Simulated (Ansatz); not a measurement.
Program: Ansatz. Geometries: PBE0-D4/def2-TZVP. ΔE: electronic, gas phase. CBS: MP2 limit from def2 TZ/QZ plus the TZ coupled-cluster correction, frozen cores. This one scheme is used for every species. Functionals use def2-TZVPP. Each species was taken in one conformer, which may not be the lowest.

Reaction (ligand exchange at the Si–C bond): `B[SiH2]C=O` + CH₃OH → `B[SiH2]OC` + `C=O`

CCSD(T)/CBS gives -103.8 kJ/mol.

Problem. Another level gave -108.1 kJ/mol. Which?
A. PBE/def2-TZVPP
B. r2SCAN0/def2-TZVPP
C. CAM-B3LYP-D4/def2-TZVPP
D. BLYP/def2-TZVPP

Solution. C. CAM-B3LYP-D4 -108.1, r2SCAN0 -101.7, BLYP -91.9, PBE -81.4 kJ/mol.

Largest T1 diagnostic among the species: 0.016.

From PBE to PBE0 (25 % exact exchange), in def2-TZVPP and without D4, ΔE moves by −10.7 kJ/mol. Leaving LDA and LC-ωPBE aside and taking each functional with its dispersion term where it has one, the values, not all of them listed here, spread over 29.8 kJ/mol, from BHLYP-D4 to PBE-D4.
